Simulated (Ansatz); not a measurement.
The cluster Ag₃Pd, relaxed as a doublet with UKS r2SCAN-D4/def2-SVP in Ansatz, starting from the GFN2-xTB geometry. Force threshold 0.02 eV/Å.

In the def2 sets Ag, Pd take a core potential; there is no spin–orbit coupling. The relaxation made no stability test and no search for a lower SCF solution. No other spin state of charge 0 was run. The structure comes from a short search, and lower isomers may exist.

Start:

```xyz
4

Pd    0.377    0.965   -1.919
Ag    1.559   -1.237   -1.325
Ag   -1.650    0.263    2.725
Ag   -0.286    0.009    0.519
```

```tsv
step	energy (eV)	largest force component (eV/Å)	SCF passes
1	-15482.8004	0.602	27
2	-15482.8529	0.331	38
3	-15482.8648	0.069	27
4	-15482.8798	0.070	35
5	-15482.8961	0.199	37
6	-15482.9138	0.348	38
7	-15482.9647	0.391	31
8	-15483.0597	0.442	28
9	-15483.2171	0.537	28
10	-15483.4142	0.470	30
11 (rejected)	-15483.4035	1.056	31
12	-15483.4720	0.100	28
13	-15483.4735	0.004	26
```

Force components are those of the run's own axes.

End:

```csv
atom,x (Å),y (Å),z (Å)
Pd1,-0.235,0.992,-0.819
Ag2,1.454,-0.912,-1.542
Ag3,-1.458,0.929,1.528
Ag4,0.239,-1.009,0.833
```

Bonds formed: Pd1–Ag3 (atoms count from 1).

No frequencies were taken in this run, so the end may be a saddle point.

Run time 69 s (4 threads of Arm Neoverse V2 on a shared host).
